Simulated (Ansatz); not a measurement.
`[BH2][Al]([NH2])[NH2]`, relaxed with RKS PBE-D4/def2-SVP in Ansatz from a rough embedded geometry. The force threshold is 0.03 eV/Å; the program also tests the step.

The species carries charge 0 and has multiplicity 1.

Start:

```xyz
10

B    -0.765   -0.145    1.705
Al    0.131   -0.112   -0.086
N     0.156   -1.710   -1.108
N     0.914    1.517   -0.822
H    -1.291   -1.114    2.173
H    -0.802    0.887    2.417
H     0.616   -1.447   -2.075
H    -0.847   -1.921   -1.387
H     1.681    1.815   -0.054
H     0.208    2.231   -0.762
```

Q: By how much does the energy fall, and how many steps does the optimiser take? (An estimate is asked.)

A: Ansatz gave: 1.30 eV, in 11 steps.

Q: Which bonds change most? (Best estimate.)

A: Computed: Al2–N4 from 1.952 to 1.796 Å; B1–Al2 from 2.004 to 2.126 Å; N4–H9 from 1.126 to 1.022 Å; Al2–N3 from 1.897 to 1.797 Å.

Q: Give the relaxed structure. (An estimate is asked.)

A: Ansatz gave: 
```xyz
10

B    -0.781   -0.216    1.856
Al    0.041    0.013   -0.092
N    -0.047   -1.322   -1.291
N     0.841    1.542   -0.590
H    -1.654   -1.030    2.112
H    -0.425    0.453    2.814
H     0.414   -1.369   -2.202
H    -0.578   -2.181   -1.133
H     1.034    2.310    0.056
H     1.155    1.800   -1.529
```
